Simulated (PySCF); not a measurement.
# Magnetisability: `C=C(C#N)C[As](C)CCC`, C₈H₁₄AsN

Geometry:
```tsv
atom	x (Å)	y (Å)	z (Å)
C1	3.403	1.218	0.016
C2	2.590	0.213	0.347
C3	2.430	-0.142	1.708
N4	2.294	-0.457	2.803
C5	1.787	-0.575	-0.630
As6	0.005	0.285	-0.964
C7	-0.667	-1.164	-2.127
C8	-0.854	-0.333	0.719
C9	-2.359	-0.094	0.757
C10	-2.700	1.386	0.656
H11	3.540	1.501	-1.015
H12	3.948	1.778	0.757
H13	2.311	-0.616	-1.588
H14	1.624	-1.593	-0.270
H15	-0.607	-2.128	-1.622
H16	-1.704	-0.976	-2.402
H17	-0.082	-1.209	-3.045
H18	-0.384	0.188	1.558
H19	-0.646	-1.401	0.842
H20	-2.765	-0.496	1.690
H21	-2.837	-0.633	-0.067
H22	-2.229	1.939	1.467
H23	-2.335	1.790	-0.293
H24	-3.775	1.541	0.710
```

Theory: PySCF 2.14.0, GIAO PBE/STO-3G magnetisability, rotational g tensor and spin-rotation constants, non-relativistic, gas phase. Geometry: GFN2-xTB.

The calculation is non-relativistic, which matters for the atoms heavier than Zn.

Question: How diamagnetic is it, and how anisotropic?

Answer: Isotropic -1936 × 10⁻³⁰ J/T², or -116.6 × 10⁻⁶ cm³/mol; principal values -2036, -1910, -1861 × 10⁻³⁰ J/T², anisotropy 156 × 10⁻³⁰ J/T² (root of half the summed squared differences of the principal values). The susceptibility is in cgs units.

Question: Split it along the inertial axes a, b, c into diamagnetic and paramagnetic parts about the centre of mass, with the quadrupole moment.

Answer: 
| axis | χ (10⁻⁶ cm³/mol) | diamagnetic (10⁻⁶ cm³/mol) | paramagnetic (10⁻⁶ cm³/mol) | summed x² of all electrons (Å²) | quadrupole Θ (D Å) |
| --- | --- | --- | --- | --- | --- |
| a | -118.6 | -1084.9 | 966.3 | 379.6 | +0.32 |
| b | -115.4 | -1928.3 | 1812.9 | 180.8 | -3.03 |
| c | -115.8 | -2377.4 | 2261.6 | 74.9 | +2.71 |

Anisotropies 2χaa − χbb − χcc = -6.0 and 2χbb − χaa − χcc = +3.6 × 10⁻⁶ cm³/mol. Θ is traceless in Buckingham's convention.

Question: And the rotational g tensor?

Answer: 
| axis | rotational constant (GHz) | g | nuclear part | electronic part |
| --- | --- | --- | --- | --- |
| a | 1.2970 | -0.0046 | 0.5842 | -0.5888 |
| b | 0.6708 | -0.0028 | 0.5686 | -0.5714 |
| c | 0.5314 | -0.0029 | 0.5617 | -0.5646 |

Asymmetric top; isotopes 75As, 12C, 1H, 14N; no vibrational averaging.
